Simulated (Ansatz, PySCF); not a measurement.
C₄H₈BN, SMILES C1=CCB(C1)N. Atoms are numbered in the order given.

```xyz
14

N      2.1804    -0.0006     0.0000
B      0.7868    -0.0010     0.0000
C     -0.1500    -0.0010    -1.2912
C     -1.5225     0.0011    -0.6704
C     -1.5225     0.0011     0.6704
C     -0.1500    -0.0010     1.2912
H      2.7343    -0.0004     0.8461
H      2.7343    -0.0004    -0.8461
H      0.0152     0.8766    -1.9449
H      0.0131    -0.8805    -1.9429
H     -2.4406     0.0023    -1.2677
H     -2.4406     0.0023     1.2677
H      0.0152     0.8766     1.9449
H      0.0131    -0.8805     1.9429
```

Geometry: PBE0-D3(BJ)/def2-SVP. This is a generated structure with no PubChem entry under its InChIKey; it may be hypothetical. Other conformers were not sampled.

Two levels are set side by side: PBE-D3(BJ)/def2-SVP (Ansatz, an electronic-structure program) and PBE0-D3(BJ)/def2-SVP (Ansatz). Each level has its own optimised geometry; the coordinates shown are those of the second. Frequencies come from the Hessian of PySCF at each geometry. Differences are taken from unrounded values.

```json
[
 {"quantity": "mean bond length (Å)", "PBE0-D3(BJ)": "1.256"},
 {"quantity": "bond N1–B2 (Å)", "PBE0-D3(BJ)": "1.394"},
 {"quantity": "bond B2–C3 (Å)", "PBE0-D3(BJ)": "1.595"},
 {"quantity": "bond B2–C6 (Å)", "PBE0-D3(BJ)": "1.595"},
 {"quantity": "bond C3–C4 (Å)", "PBE0-D3(BJ)": "1.506"},
 {"quantity": "bond C4–C5 (Å)", "PBE0-D3(BJ)": "1.341"},
 {"quantity": "bond C5–C6 (Å)", "PBE0-D3(BJ)": "1.506"},
 {"quantity": "bond N1–H7 (Å)", "PBE0-D3(BJ)": "1.011"},
 {"quantity": "bond N1–H8 (Å)", "PBE0-D3(BJ)": "1.011"},
 {"quantity": "bond C3–H9 (Å)", "PBE0-D3(BJ)": "1.107"},
 {"quantity": "bond C3–H10 (Å)", "PBE0-D3(BJ)": "1.107"},
 {"quantity": "bond C4–H11 (Å)", "PBE0-D3(BJ)": "1.095"},
 {"quantity": "bond C5–H12 (Å)", "PBE0-D3(BJ)": "1.095"},
 {"quantity": "bond C6–H13 (Å)", "PBE0-D3(BJ)": "1.107"},
 {"quantity": "bond C6–H14 (Å)", "PBE0-D3(BJ)": "1.107"},
 {"quantity": "highest harmonic wavenumber (cm⁻¹)", "PBE0-D3(BJ)": "3733"},
 {"quantity": "mean harmonic wavenumber (cm⁻¹)", "PBE0-D3(BJ)": "1451"},
 {"quantity": "zero-point energy (kcal/mol)", "PBE0-D3(BJ)": "74.70"}
]
```

**Question.** What does PBE-D3(BJ) give, and how far is it from PBE0-D3(BJ)? (An estimate is asked for; the answer gives what the named calculation found.)

**Answer.** 
```csv
quantity,PBE-D3(BJ),PBE-D3(BJ) minus PBE0-D3(BJ)
mean bond length (Å),1.264,0.008
bond N1–B2 (Å),1.401,0.007
bond B2–C3 (Å),1.602,0.007
bond B2–C6 (Å),1.602,0.007
bond C3–C4 (Å),1.514,0.007
bond C4–C5 (Å),1.352,0.011
bond C5–C6 (Å),1.514,0.007
bond N1–H7 (Å),1.020,0.009
bond N1–H8 (Å),1.020,0.009
bond C3–H9 (Å),1.115,0.009
bond C3–H10 (Å),1.115,0.009
bond C4–H11 (Å),1.103,0.008
bond C5–H12 (Å),1.103,0.008
bond C6–H13 (Å),1.115,0.009
bond C6–H14 (Å),1.115,0.009
highest harmonic wavenumber (cm⁻¹),3606,-128
mean harmonic wavenumber (cm⁻¹),1403,-49
zero-point energy (kcal/mol),72.18,-2.52
```

GGA bonds tend to be longer and softer than those of functionals with exact exchange. Differences between two approximate levels are no errors against the true value.
